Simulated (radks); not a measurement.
All-electron atom: the manganese ion Mn+ in [Ar] 3d5 4s1.

All-electron calculation, scalar-relativistic Kohn-Sham, r2SCAN, spin-unpolarised, spherical densities, finite nucleus; meta-GGA in the generalised Kohn-Sham scheme; Fermi nuclear charge, rms radius 3.7057 fm. Program: a radial shooting solver on a logarithmic mesh with Libxc functionals.

Energy parts (Ry):
total: -2316.30573
kinetic: 2341.94106
electron-nucleus: -5514.80878
Hartree: 960.35996
exchange-correlation: -103.79798

Orbitals (lengths in bohr, moments of r in powers of bohr; <r^-3> diverges for s and p1/2):
| orbital | occ. | eigenvalue (Ry) | <r^-3> | <r^4> |
|---|---|---|---|---|
| 1s | 2 | -474.9022 | - | 0.00006421 |
| 2s | 2 | -55.93164 | - | 0.01478 |
| 2p | 6 | -47.36773 | 418.9 | 0.01149 |
| 3s | 2 | -7.14423 | - | 1.135 |
| 3p | 6 | -4.75109 | 50.72 | 1.632 |
| 3d | 5 | -1.09488 | 4.084 | 9.259 |
| 4s | 1 | -0.86667 | - | 131.7 |

The highest occupied level is 4s at -11.792 eV. The density falls to 0.001 e/bohr^3 at r = 3.97 bohr. For comparison, the ionisation energy in NIST's Atomic Spectra Database is 15.640 eV (measured). In exact Kohn-Sham theory the highest level is minus the ionisation energy, but local and semilocal functionals leave it too shallow, through self-interaction and a potential that decays too fast; potentials with the right tail come closer. Summed over all electrons, <r^2> = 26.49 bohr^2, which gives a Langevin (diamagnetic) susceptibility term of -21 x 10^-6 cm^3/mol.

Beside tabulated values, note that spin-unpolarised runs miss the spin-polarisation part of the exchange energy of open shells.
